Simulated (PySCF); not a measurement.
# Two-dimensional NMR puzzle

Compound of formula C4H11N2PSi. Correlations simulated from computed shifts and the bond graph:

HSQC (one-bond C–H):
| δH | δC |
| --- | --- |
| 8.47 | 171.4 |
| 8.41 | 171.4 |
| 6.04 | 133.6 |
| 5.77 | 133.6 |
| 1.97 | 26.3 |

COSY cross peaks (H two or three bonds apart, from the bond graph; peaks can be absent where the dihedral angle is near 90°):
| δH | δH |
| --- | --- |
| 8.47 | 8.41 |
| 6.04 | 5.77 |

HMBC (two and three bonds, from the bond graph):
| δH | δC |
| --- | --- |
| 6.04 | 152.6, 26.3 |
| 5.77 | 152.6, 26.3 |
| 1.97 | 152.6, 133.6 |
| 0.95 | 152.6 |

Carbons without hydrogens: δ 152.6.

- σ from GIAO-PBE0/pcSseg-1
- geometry from GFN2-xTB
- run in PySCF 2.14.0 with density-fitted response routines
- no solvent model, one conformer, one averaged value for each set of equivalent atoms, no relativistic terms

Scale: TMS for $^{1}$H (31.72 ppm), $^{13}$C (186.93 ppm) (reference shieldings calculated alike).

Exchangeable hydrogens are left out of these lists.

Which molecule is this?

## Answers

`C=N[Si@](N)(P)C(=C)C`.

Atom-mapped SMILES (the numbers label the heavy atoms): `[CH2:1]=[N:2][Si@:3]([NH2:4])([PH2:5])[C:6](=[CH2:7])[CH3:8]`. Hydrogens are named by the atom that carries them. Ha(C1), Ha(C7) are cis to Si3; Hb(C1), Hb(C7) are trans to Si3.

1. δC 171.4 is C1, a C=N carbon (δH 8.47, 8.41).
2. δC 152.6 is C6, a fully substituted alkene carbon.
3. δC 133.6 is C7, a terminal =CH2 carbon (δH 5.77, 6.04).
4. δC 26.3 is C8, an allylic methyl carbon (δH 1.97).
5. HMBC from δH 6.04 reaches the proton-free carbon C6.
6. HMBC from δH 5.77 reaches the proton-free carbon C6.
7. HMBC from δH 1.97 reaches the proton-free carbon C6.
8. HMBC from δH 0.95 reaches the proton-free carbon C6.
9. COSY links 8.47–8.41, 6.04–5.77.

The data come from this structure; uniqueness wasn't tested.

The OH or NH signal is concentration- and solvent-dependent in practice; the value given is the gas-phase one. Shifts are as computed. Against solution values, carbons near 30 ppm lie about +3 ppm off and those near 130 ppm about +5 ppm. Of 1309 compounds with measured shifts, 239 miss one by over three times the rms of a fit or turn the order of signals round; such compounds aren't used in these exercises.
